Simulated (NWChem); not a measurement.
## Basis-set convergence for H₃BF₂S

SMILES: FBF.S
```xyz
7

B      1.0950     0.7941     0.0637
H      1.9709     0.1312     0.5429
F      0.3344     1.5691     0.8170
F      0.9425     0.8803    -1.2464
S     -0.9905    -1.5227     0.2128
H     -1.8374    -0.5749     0.6751
H     -1.2526    -1.2078    -1.0762
```
Charge 0, spin multiplicity 1.

Everything below was run with NWChem. The geometry was optimised at B3LYP/def2-SVP, a minimum by its harmonic frequencies.

Quantity: LUMO energy at the level PBE.

The Pople sets run with spherical d functions. The structure started from a generated list of species.

Relative cost: rough, from shared machines, SCF included, STO-3G = 1.

```
basis        functions  LUMO energy (eV)  relative cost
-----------  ---------  ----------------  -------------
STO-3G              27              3.23              1
6-31G*              66             -0.54        under 3
def2-SVP            75             -0.53        under 3
6-31+G*             82             -0.96        under 3
aug-cc-pVDZ        123             -1.07              8
aug-pcseg-1        123             -1.05              5
def2-TZVP          148             -0.86              7
pcseg-2            166             -0.94             10
def2-TZVPD         190             -1.02             50
aug-cc-pVTZ        257             -1.02            200
```

Smallest basis within 0.1 eV of aug-cc-pVTZ, the largest set run: 6-31+G*, with 82 functions against 257 and about 0.9 % of the time (also within reach: aug-cc-pVDZ, aug-pcseg-1, pcseg-2, def2-TZVPD). aug-cc-pVTZ isn't the basis-set limit itself, and a small set can land close by cancellation.
